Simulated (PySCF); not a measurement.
A run for PySCF: U-HF/LANL2DZ on H2O2Pb (SMILES [OH][Pb][OH]), a point of a bond scan (R = 1.160 Å).

```python
from pyscf import gto, scf, dft, mp
from pyscf.data.elements import chemcore

mol = gto.M(
    atom='''
    Pb    0.05784747   -0.14199193    0.22381656
    O     1.14579287    1.30947280   -0.81344033
    H     0.54589763    1.68145062   -1.73368351
    O    -1.53296568    0.01324847   -1.15853494
    H    -2.29199006   -0.55788612   -0.99684579
    ''',
    basis='lanl2dz',
    ecp={'Pb': 'lanl2dz'},
    charge=0, spin=0, verbose=3, max_memory=1800)
mf = scf.UHF(mol)
mf.conv_tol = 1e-8
mf.max_cycle = 100
mf.init_guess_breaksym = True
mf.kernel()
if not mf.converged:
    mf = mf.newton().run(mf.mo_coeff, mf.mo_occ)
for _ in range(4):
    mo, _, stable, _ = mf.stability(return_status=True)
    if stable:
        break
    mf.kernel(mf.make_rdm1(mo, mf.mo_occ))
```

The log:

```
converged SCF energy = -154.232202283723  <S^2> = 4.7206488e-09  2S+1 = 1
<class 'pyscf.scf.uhf.UHF'> wavefunction is stable in the internal stability analysis
```

The run converged.

Cost: around 0.8 core-seconds (rough).
